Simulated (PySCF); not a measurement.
**Solvent effects on NMR parameters**

Geometry (Å), atoms numbered from 1 in this order:
```xyz
14

C     2.2832   -0.1048    0.0606
C     0.9160   -0.0448   -0.0062
C     0.1427   -1.2535   -0.1221
C    -1.2284   -1.1843   -0.1892
C    -1.8564    0.0751   -0.1429
C    -1.1293    1.2754   -0.0294
C     0.2427    1.2269    0.0387
H     2.8895    0.8032    0.1482
H     2.8133   -1.0628    0.0283
H     0.6595   -2.2162   -0.1553
H    -1.8304   -2.0907   -0.2770
H    -2.9484    0.1224   -0.1966
H    -1.6568    2.2305    0.0030
H     0.8346    2.1418    0.1263
```

Total charge +1.

GIAO PBE0/pcSseg-1 in PySCF 2.14.0 with density-fitted response routines on one PBE0-D3(BJ)/def2-SVP conformer, non-relativistic, equivalent nuclei averaged. Solvents enter as an IEF-PCM continuum (acetone with ε = 20.5, water with ε = 78.4) around the gas-phase geometry. Shifts are referred to TMS computed in the same medium.

Gas phase, δ in ppm: C1 213.3, C5 177.0, C3/C7 163.2, C2 146.6, C4/C6 141.3, H8/H9 9.37, H12 9.23, H10/H14 8.73, H11/H13 8.50. Dipole moment 1.77 D.

(1) How does each δ change in the continuum?

(2) Which nuclei move most (in ppm), and what does the model miss?

## Answers

(1) 
| atoms | environment | Δδ, acetone | Δδ, water |
| --- | --- | --- | --- |
| C1 | carbocation centre | +7.9 | +8.5 |
| C5 | aromatic CH | -0.5 | -0.6 |
| C3/C7 | aromatic CH | +2.5 | +2.6 |
| C2 | substituted aromatic carbon | +1.1 | +1.1 |
| C4/C6 | aromatic CH | -0.2 | -0.3 |
| H8/H9 | hydrogen on a carbocation centre | +0.36 | +0.39 |
| H12 | hydrogen on an aromatic CH | -0.05 | -0.06 |
| H10/H14 | hydrogen on an aromatic CH | +0.21 | +0.22 |
| H11/H13 | hydrogen on an aromatic CH | -0.06 | -0.07 |

Changes are relative to the gas phase. The dipole moment becomes 2.53 D in acetone, 2.59 D in water.

(2) C1 (carbocation centre, +8.5 ppm) in water. A continuum only polarises the solute; specific hydrogen bonds, the anisotropy of aromatic solvents and changes of geometry or conformer are outside it, as are counter-ions.
